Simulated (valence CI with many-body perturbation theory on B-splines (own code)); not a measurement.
Ba49+ in three bases

Computed by configuration interaction combined with many-body perturbation theory (CI+MBPT): five valence electrons over a frozen Dirac-Fock core [He], radial functions for each j: 9 s, 9 p, 8 d, 6 f, 3 g, 1 h, with the one-electron correlation potential Σ1 (screened to all orders), the two-electron term Σ2, the three-electron term Σ3, Breit, model QED; selected single and double excitations, second order for the rest, scaled by the run's own slope (own B-spline code, finite nucleus).

The last digits are not significant, and no measured levels were compared; by estimate large intervals hold to a few tenths of a per cent, small ones and those within an open d or f shell to about a per cent. Among the levels kept, up to 4100 cm⁻¹ of a level comes from second order outside the variational space, and about a tenth of that is noise between levels of different J, which matters for small intervals.

The reference run has the lowest level (2s^2 2p1/2^2 2p3/2) J=3/2 and an ionisation energy of 9077.97 eV. Its largest variational space holds 20000 state functions.

Levels are named by their leading jj configuration (3d3/2^4 stands for four electrons in 3d with j = 3/2), which in mixed levels can hold well under half, so a name can repeat and another be missing. Letters in brackets count levels of one name in rising energy.

Changed runs:
A. basis 6 s, 6 p, 5 d, 3 f, 1 g
B. basis 5 s, 5 p, 4 d, 2 f

Excitation energies of the reference run in cm⁻¹, and shifts in cm⁻¹:

```
                       Level  Reference       A      B
  (2s^2 2p1/2 2p3/2^2) J=3/2    3076800     -36   -268
  (2s^2 2p1/2 2p3/2^2) J=5/2    3242400    +120   +172
  (2s^2 2p1/2 2p3/2^2) J=1/2    3509530     +59   +226
  (2s 2p1/2^2 2p3/2^2) J=5/2    4926650     -84   -281
  (2s 2p1/2^2 2p3/2^2) J=1/2    5509470     -41   +120
  (2s 2p1/2^2 2p3/2^2) J=3/2    5522000     +52   +243
        (2s^2 2p3/2^3) J=3/2    6596230     +42   +8.6
(2s 2p1/2 2p3/2^3) J=3/2 [a]    8170630    -126   -388
    (2s 2p1/2 2p3/2^3) J=5/2    8441610     +78   +133
    (2s 2p1/2 2p3/2^3) J=1/2    8758230    +8.1    +74
(2s 2p1/2 2p3/2^3) J=3/2 [b]    8846500    +126   +390
     (2p1/2^2 2p3/2^3) J=3/2   10890900     -41   +150
      Ionisation energy (eV)    9077.97  -0.022  -0.11
```
